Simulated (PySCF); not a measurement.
C₄H₆Ge, SMILES C#C[C](=C)[GeH3]. The structure is a stationary point at PBE-D3(BJ)/def2-SVP. The structure was generated by enumeration, and PubChem lists no compound with its InChIKey, so it may never have been made.

These are PBE-D3(BJ)/def2-SVP run with PySCF 2.14.0 values and carry that method's errors.

Harmonic wavenumbers (cm⁻¹): 100, 121, 232, 261, 401, 412, 544, 609, 618, 627, 632, 724, 795, 844, 857, 906, 913, 1148, 1369, 1600, 2079, 2095, 2097, 2131, 3066, 3169, 3407. Rotational constants (GHz): 5.411, 1.992, 1.483; symmetry number 1.

Work out the zero-point energy and the ideal-gas rigid-rotor harmonic-oscillator thermochemistry at 298.15 K and 1 atm.

ZPE = ½ Σ hcν = ½ × 31759 cm⁻¹ = 189.96 kJ/mol. H − E(el) = 211.05 kJ/mol. Entropy in J/(mol K): translation 169.13, rotation 114.64, vibration 64.10, total 347.88. G − E(el) = 107.33 kJ/mol. Cp = 114.55 J/(mol K). Modes under 150 cm⁻¹ make the vibrational entropy uncertain.
